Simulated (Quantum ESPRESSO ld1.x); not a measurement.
Task: These are the eigenvalues of the occupied orbitals of an atom or ion with whole-number occupations (hartree). All-electron calculation, Dirac Kohn-Sham, PBE, spin-unpolarised, spherical densities, point nucleus. Program: ld1.x of Quantum ESPRESSO 7.5.

1s1/2: -2551.36
2s1/2: -440.817
2p1/2: -421.537
2p3/2: -371.818
3s1/2: -102.228
3p1/2: -93.6515
3p3/2: -82.9001
3d3/2: -68.4810
3d5/2: -66.1433
4s1/2: -21.8254
4p1/2: -18.2700
4p3/2: -15.7790
4d3/2: -9.94501
4d5/2: -9.48602
5s1/2: -3.79953
5p1/2: -2.73739
5p3/2: -2.36562
4f5/2: -2.18607
4f7/2: -2.10351
5d3/2: -0.98005
6d3/2: -0.32347

Which element is it, and in what charge state? The configuration may be excited. Open shells, if any, fill j = l - 1/2 first.

Result: Z = 74, tungsten, charge +2: W2+ in [Kr] 4d10 4f14 5s2 5p5 5d4 6d1. The list shows which subshells hold electrons but not how many an open one holds; the 1s level, -2551.4 hartree, gives Z - s = 71.4 by -(Z - s)^2/2, which with screening and relativity narrows Z to a few neighbours, and the depths of the outer levels then fix element, charge and occupations together.
